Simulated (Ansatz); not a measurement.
Compare A (`OC[SiH]1BO1`) with its isomer B (`B[SiH](O)C=O`).

Gas-phase electronic energies from Ansatz, PBE0-D4/def2-TZVP geometries. CCSD(T)/CBS adds triple-zeta CCSD(T) − MP2 to the extrapolated MP2 energy (def2 sets, frozen cores). DFT in def2-TZVPP. B3LYP here is the variant with VWN-RPA as its local correlation; programs differ in this. One conformer a species, not always the lowest.

Question: Which isomer does CCSD(T)/CBS put lower? Give the gap. (An estimate is asked.)

Answer: Computed: A, by 61.0 kJ/mol.

Question: Give E(B) − E(A) in kJ/mol with r2SCAN-D4, B3LYP, B2PLYP, HF/def2-TZVPP, PBE0-D4, PBE-D4, B3LYP-D4. (Estimate.)

Answer: Ansatz gave: r2SCAN-D4 67.7, B3LYP 53.3, B2PLYP 56.8, HF/def2-TZVPP 13.4, PBE0-D4 71.5, PBE-D4 71.5, B3LYP-D4 52.7. None reverses the order clearly.

Largest T1 diagnostic: 0.016.

In def2-TZVPP, CCSD(T) changes the Hartree–Fock value by +45.4 kJ/mol (the triples alone add +5.5 kJ/mol) and MP2 by +55.7 kJ/mol.
